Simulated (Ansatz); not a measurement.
Diatomic AlMo, multiplicity 8 (an upper state: multiplicity 6 came lower at CCSD(T)/def2-TZVPP on PBE0 minima). No spin–orbit coupling.

The constants come from a fifth-degree fit in 1/R (seven points, main isotopes). In def2 and cc sets the state is the lowest found near the PBE0 minimum, followed along R.

Codes used: Ansatz (Gaussian basis) for Hartree–Fock, density functionals and correlated methods.  In def2 rows elements past Kr take small-core potentials, without spin–orbit coupling.

Energies at wB97X-V/def2-TZVPP:

```json
[
 {"R (Å)": "2.528287", "E (hartree)": "-310.38026734"},
 {"R (Å)": "2.596252", "E (hartree)": "-310.38220343"},
 {"R (Å)": "2.658779", "E (hartree)": "-310.38309448"},
 {"R (Å)": "2.729463", "E (hartree)": "-310.38331281"},
 {"R (Å)": "2.800146", "E (hartree)": "-310.38290241"},
 {"R (Å)": "2.881704", "E (hartree)": "-310.38187621"},
 {"R (Å)": "2.976854", "E (hartree)": "-310.38019831"}
]
```

Task: With a reduced mass of 21.1522 u, find the minimum, the force constant and the constants.

Result: A fifth-degree polynomial in 1/R puts the minimum at r_e = 2.7154 Å with force constant 58.0 N/m. Then ω_e = (1/2πc)√(k/μ) = 216 cm⁻¹ and B_e = h/(8π²cμr_e²) = 0.1081 cm⁻¹; the cubic and quartic terms give α_e = 0.00095 and ω_e x_e = 1.8 cm⁻¹.

Ansatz is an electronic-structure program.
